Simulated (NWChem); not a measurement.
GeH3OF; SMILES [OH][GeH2][F]

```xyz
6

Ge    -0.3395    -0.0004    -0.0023
O      0.7245    -1.4309    -0.0646
F      0.6776     1.4371    -0.0189
H     -1.1463    -0.0380    -1.3147
H     -1.1384     0.0827     1.3247
H      1.2547    -1.5177     0.7495
```
Atoms are numbered in this order, from 1.

Results from NWChem. The geometry was optimised at PBE-D3(BJ)/def2-SVP. Hybrids' shares of exact exchange are those that their runs print; pure functionals count as 0. The functionals differ in more than this share.

```csv
row,share of exact exchange,highest occupied level (eV)
PBE/def2-TZVP,0.00,-7.59
BP86/def2-TZVP,0.00,-7.72
B3LYP/def2-TZVP,0.20,-9.02
B97-2/def2-TZVP,0.21,-8.99
MPW1K/def2-TZVP,0.43,withheld
```

Task: Fit a straight line of the last column on the one before it, predict the withheld value, and compare with the run.

Result: 
1. Means of the 4 shown rows: x = 0.103, y = -8.330. Slope Σ(x − x̄)(y − ȳ)/Σ(x − x̄)² = -0.2766/0.04208 = -6.574; intercept -7.656.
2. The shown rows scatter about the line by 0.057 (root mean square); the largest residual is +0.07, at PBE/def2-TZVP.
3. At x = 0.43 (MPW1K/def2-TZVP; beyond the shown range) the line gives -10.48.
4. The run gives -10.50, -0.02 from the line, 0.4 times the scatter.
